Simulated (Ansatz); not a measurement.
The lowest singlet and triplet of CHCl (SMILES [CH]Cl); geometries from B3LYP-D3(BJ)/def2-TZVP, each state relaxed from the structure named, with no frequency check.
Singlet (charge 0, multiplicity 1):
```xyz
3

C     -1.07004     0.52801     0.00000
Cl     0.47932    -0.16491     0.00000
H     -1.72826    -0.36465     0.00000
```
Triplet (charge 0, multiplicity 3):
```xyz
3

C     -1.09179     0.34980     0.00000
Cl     0.50045    -0.10568     0.00000
H     -1.95688    -0.30231     0.00000
```

A positive gap puts the triplet lower; no zero-point energy. R- takes a restricted singlet. The triplet is unrestricted in single-reference levels. Active spaces average the two states.

Frozen-core correlation.

Codes used: Ansatz (a quantum-chemistry and plane-wave program). Each number belongs to the level named beside it.

R-PBE/def2-TZVPP gives -8.8 kJ/mol for the gap E(singlet) − E(triplet), adiabatic.

Q: Where do these levels fall relative to PBE: R-r2SCAN/def2-TZVPP, R-PBE0/def2-TZVPP, R-wB97M-V/def2-TZVPP, R-B2PLYP/def2-TZVPP, R-MP2/cc-pV(Q+d)Z, R-CCSD(T)/cc-pV(Q+d)Z, SC-NEVPT2 on SA-CASSCF(2,2)/cc-pV(Q+d)Z, FIC-MRCISD+Q on SA-CASSCF(2,2)/cc-pV(Q+d)Z.

A: R-r2SCAN/def2-TZVPP 27.7; R-PBE0/def2-TZVPP 13.8; R-wB97M-V/def2-TZVPP -19.5; R-B2PLYP/def2-TZVPP -5.9; R-MP2/cc-pV(Q+d)Z -4.8; R-CCSD(T)/cc-pV(Q+d)Z -15.3; SC-NEVPT2 on SA-CASSCF(2,2)/cc-pV(Q+d)Z -3.6; FIC-MRCISD+Q on SA-CASSCF(2,2)/cc-pV(Q+d)Z -13.2 kJ/mol. 2 of 8 lie above PBE; the widest gap is to R-r2SCAN/def2-TZVPP.

Doubts at one or more of the structures used: a restricted determinant that unrestricted orbitals would lower (R-PBE/def2-TZVPP, R-r2SCAN/def2-TZVPP, R-PBE0/def2-TZVPP, R-B2PLYP/def2-TZVPP, R-MP2/cc-pV(Q+d)Z, R-CCSD(T)/cc-pV(Q+d)Z).

Measured: singlet below triplet (a) by 2163.28 ± 0.05 cm-1 = 6.2 kcal/mol (with zero-point energy) [Jacox, NIST Chemistry WebBook].
